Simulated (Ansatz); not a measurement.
Molecule: GeF₂ (charge -1, doublet). 
Coordinates optimised at B3LYP-D3(BJ)/def2-TZVP (Ansatz, a first-principles code):
```
Ge
F 1 1.8623
F 1 1.8623 2 95.83
```
Charge -1, spin multiplicity 2.

**Question.** Give the harmonic wavenumbers at B3LYP-D3(BJ)/def2-TZVP (Ansatz, finite differences of forces, unscaled).

**Answer.** 213, 488, 525 cm⁻¹. Zero-point energy 1.8 kcal/mol.

**Question.** From these and the geometry, give the ideal-gas thermochemistry at 298.15 K and 1 atm (rigid rotor, harmonic oscillator).

**Answer.** Point group C2v, rotational symmetry number 2. Rotational constants 13, 6.963, 4.535 GHz. S(trans) 40.02, S(rot) 22.80, S(vib) 3.30, S(elec, spin only) 1.38, S 67.5 cal/(mol K). H(298) - H(0) 2.98 kcal/mol; G - E(el) -15.4 kcal/mol.
